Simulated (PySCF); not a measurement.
Electric field gradients and quadrupole coupling constants

Compound: C6H10ClFO.
Numbering: `[CH3:1][C@H:2]([F:3])[C:4]([CH3:5])([CH3:6])[C:7](=[O:8])[Cl:9]` (hydrogens: H10, H11, H12 on C1; H13 on C2; H14, H15, H16 on C5; H17, H18, H19 on C6)

Geometry (GFN2-xTB, Å), atoms numbered from 1 in this order:
```
atom  x, y, z in Å
C1     2.023    0.337   -0.633
C2     1.076    0.011    0.510
F3     1.391   -1.248    0.991
C4    -0.426    0.013    0.133
C5    -0.708   -0.954   -1.020
C6    -1.249   -0.395    1.368
C7    -0.826    1.427   -0.198
O8    -0.214    2.422    0.005
Cl9   -2.436    1.543   -0.911
H10    3.044    0.337   -0.261
H11    1.944   -0.408   -1.418
H12    1.797    1.320   -1.033
H13    1.237    0.700    1.348
H14   -0.315   -0.573   -1.959
H15   -0.238   -1.910   -0.801
H16   -1.776   -1.111   -1.132
H17   -1.062    0.284    2.197
H18   -2.310   -0.385    1.136
H19   -0.962   -1.399    1.670
```

Field gradients from the PBE0/pcSseg-1 density (PySCF, non-relativistic), principal values in atomic units, ordered |Vxx| ≤ |Vyy| ≤ |Vzz|:

```json
{"atom": "O8", "Vxx": "0.4348", "Vyy": "1.1936", "Vzz": "-1.6283"}
{"atom": "Cl9", "Vxx": "-1.1189", "Vyy": "-2.0939", "Vzz": "3.2128"}
```

Q: Find the asymmetry η = (Vxx − Vyy)/Vzz and the couplings χ = eQV/h (234.96 MHz × Q in barn × V in au), with Q(17O) = −0.0256 b, Q(35Cl) = −0.0817 b.

A: 
| atom | environment | nucleus | η | χzz (MHz) | χxx (MHz) | χyy (MHz) |
| --- | --- | --- | --- | --- | --- | --- |
| O8 | carbonyl oxygen | 17O | 0.47 | 9.79 | -2.62 | -7.18 |
| Cl9 | chlorine bonded to C | 35Cl | 0.30 | -61.68 | 21.48 | 40.20 |

Q: What is Vzz at O8 in SI units (1 au = 9.71736 × 10²¹ V/m²)?

A: -1.6283 au = -15.823 × 10²¹ V/m².

Q: And the gradient at the other heavy atoms, for which no coupling is worked out here?

A: 
```
atom                    environment  Vzz (au)     η
  C1                  methyl carbon     0.082  0.09
  C2                 sp3 C–F carbon     0.534  0.24
  F3                 alkyl fluorine     2.988  0.04
  C4  sp3 carbon next to a carbonyl     0.109  0.24
  C5                  methyl carbon     0.124  0.21
  C6                  methyl carbon     0.142  0.17
  C7             acyl halide carbon    -0.497  0.60
```

Were the hydrogens deuterons (Q(2H) = 0.00286 b), χzz would run from 188 kHz (H13) to 212 kHz (H11, H10, H16 and H14).

One conformer (not necessarily the lowest) at the GFN2-xTB geometry, without solvent, vibrations or thermal averaging. GFN2-xTB bond lengths can be off by several hundredths of an ångström, more for odd bonds, and the gradients follow them. A larger basis could move these couplings by a tenth or more.
